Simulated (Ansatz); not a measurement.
The cluster Sr2O3⁻ (the lowest doublet isomer of a short search), 5 atoms. Hardware: 4 threads of Arm Neoverse V1 on a shared host.

In the def2 sets Sr takes a core potential; there is no spin–orbit coupling. Correlated methods freeze 3 core orbitals; core or outer-core shells of Sr are correlated, in sets that lack core-valence functions.

Problem. How many basis functions does each of these Ansatz runs have, and roughly what does it cost? CCSD(T)/def2-SVPD, charge -1 quartet, energy, from earlier orbitals; PBE-D4/def2-TZVPD, charge 0 triplet at the geometry of the charge -1 doublet, energy, from earlier orbitals; HSE06-D4/def2-TZVPD, charge -1 quartet, energy, from earlier orbitals; ωB97M-V/def2-TZVPD, charge -1 quartet, energy, from earlier orbitals; PBE-D4/def2-TZVPD, charge -1 doublet, energy, from earlier orbitals; HSE06-D4/def2-TZVPD, charge -1 doublet, energy, from earlier orbitals; PBE0-D4/def2-SVPD, charge -1 doublet, relaxation, 5 steps; r2SCAN-D4/def2-TZVPD, charge 0 triplet at the geometry of the charge -1 doublet, energy, from earlier orbitals; r2SCAN-D4/def2-TZVPD, charge -1 quartet, energy, from earlier orbitals; PBE-D4/def2-SVPD, charge -1 doublet, energy, from earlier orbitals; PBE0-D4/def2-SVP, charge -1 quartet, energy with a search over starts; PBE0-D4/def2-TZVPD, charge -1 quartet, energy, from earlier orbitals.

Solution. Other jobs shared the machine, so times can vary by a factor of up to 3. A dash marks memory too small to be measured apart from the calling script's.

```tsv
run	functions	fitting or Cholesky vectors	wall time	peak host memory (GiB)
PBE-D4/def2-SVPD, charge -1 doublet, energy, from earlier orbitals	121	1147	3.1 s	–
PBE-D4/def2-TZVPD, charge -1 doublet, energy, from earlier orbitals	186	1178	3.5 s	–
PBE-D4/def2-TZVPD, charge 0 triplet at the geometry of the charge -1 doublet, energy, from earlier orbitals	186	1178	4.6 s	–
HSE06-D4/def2-TZVPD, charge -1 doublet, energy, from earlier orbitals	186	1196	5.5 s	0.61
PBE0-D4/def2-SVP, charge -1 quartet, energy with a search over starts	88	858	9 s	–
r2SCAN-D4/def2-TZVPD, charge -1 quartet, energy, from earlier orbitals	186	1178	10 s	–
r2SCAN-D4/def2-TZVPD, charge 0 triplet at the geometry of the charge -1 doublet, energy, from earlier orbitals	186	1178	10 s	–
PBE0-D4/def2-TZVPD, charge -1 quartet, energy, from earlier orbitals	186	1196	11 s	0.79
HSE06-D4/def2-TZVPD, charge -1 quartet, energy, from earlier orbitals	186	1196	11 s	0.82
PBE0-D4/def2-SVPD, charge -1 doublet, relaxation, 5 steps	121	1268	14 s	–
CCSD(T)/def2-SVPD, charge -1 quartet, energy, from earlier orbitals	121	1187	34 s	1.4
ωB97M-V/def2-TZVPD, charge -1 quartet, energy, from earlier orbitals	186	1178	47 s	1.2
```
